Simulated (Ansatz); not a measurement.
The cluster W3⁺. The state is a doublet with charge 1. Geometry PBE0-D4/def2-TZVP.

Cartesian coordinates in Å:
```
W 0.986 -0.441 0.787
W -1.155 0.315 0.533
W 0.169 0.127 -1.320
```

In the def2 sets W takes a core potential; there is no spin–orbit coupling. B3LYP takes the VWN-RPA correlation. At r2SCAN-D4/def2-TZVP, B3LYP-D4/def2-TZVP, PBE0-D4/def2-SVP, PBE0-D4/def2-TZVP and others the charge 1 doublet is spin-contaminated (final ⟨S²⟩ up to 1.57, 0.75 for a pure state). The geometry of the doublet was relaxed on an unsound state (⟨S²⟩ 1.55, where a pure state has 0.75). The structure comes from a short search, and lower isomers may exist.

**Question.** Estimate the α-spin orbital energies around the gap (eV) in Ansatz with r2SCAN-D4/def2-TZVP, B3LYP-D4/def2-TZVP, PBE0-D4/def2-SVP, PBE0-D4/def2-TZVP, ωB97X-V/def2-TZVP.

**Answer.** 
| orbital | r2SCAN-D4/def2-TZVP | B3LYP-D4/def2-TZVP | PBE0-D4/def2-SVP | PBE0-D4/def2-TZVP | ωB97X-V/def2-TZVP |
| --- | --- | --- | --- | --- | --- |
| HOMO−9 | -45.86 | -47.12 | -47.37 | -47.34 | -49.83 |
| HOMO−8 | -12.63 | -13.26 | -13.52 | -13.43 | -15.24 |
| HOMO−7 | -11.59 | -12.26 | -12.53 | -12.42 | -14.26 |
| HOMO−6 | -11.51 | -11.95 | -12.19 | -12.07 | -13.80 |
| HOMO−5 | -11.01 | -11.69 | -11.94 | -11.85 | -13.72 |
| HOMO−4 | -10.95 | -11.67 | -11.85 | -11.77 | -13.62 |
| HOMO−3 | -10.15 | -10.61 | -10.98 | -10.86 | -12.60 |
| HOMO−2 | -9.84 | -10.44 | -10.74 | -10.64 | -12.50 |
| HOMO−1 | -9.63 | -10.33 | -10.49 | -10.38 | -12.19 |
| HOMO | -8.97 | -9.26 | -9.58 | -9.50 | -11.20 |
| LUMO | -7.54 | -7.43 | -7.01 | -7.04 | -5.24 |
| LUMO+1 | -7.43 | -6.95 | -6.77 | -6.76 | -4.64 |
| LUMO+2 | -6.91 | -6.41 | -6.17 | -6.17 | -4.03 |
| LUMO+3 | -6.59 | -6.41 | -5.96 | -6.04 | -3.89 |
| LUMO+4 | -6.55 | -6.29 | -5.93 | -5.96 | -3.83 |
| LUMO+5 | -6.41 | -6.09 | -5.65 | -5.72 | -3.62 |
| β HOMO | -9.25 | -10.00 | -10.07 | -9.96 | -11.79 |
| β LUMO | -7.63 | -7.46 | -7.05 | -7.03 | -5.22 |
